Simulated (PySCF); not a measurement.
# Excitation energy of Si⁺ by level of theory

Si⁺ [Ne] 3s2 3p1 (2P) → Si⁺ [Ne] 3s1 3p2 (4P), as a difference of total energies. Calculation: PySCF 2.14, in dyall-acv3z (19s12p6d4f, 113 functions); scalar relativity by spin-free X2C-1e. Correlated levels: valence: [Ne] frozen; valence and next inner shell: 1s2 frozen; virtual orbitals above 40 to 60 times the deepest correlated orbital energy dropped. The calculations carry no spin-orbit coupling.

Problem. Order these methods by the excitation energy they give, lowest first.
A. M06-L
B. UHF
C. SCS-MP2 (valence and next inner shell)
D. r2SCAN

Solution. B (3.927 eV), D (4.704 eV), A (5.282 eV), C (5.309 eV).

Errors of the correlated levels include the incompleteness of this basis and the frozen core.

For comparison: 5.308 eV (measured; NIST levels, between the centres of gravity of the two terms).
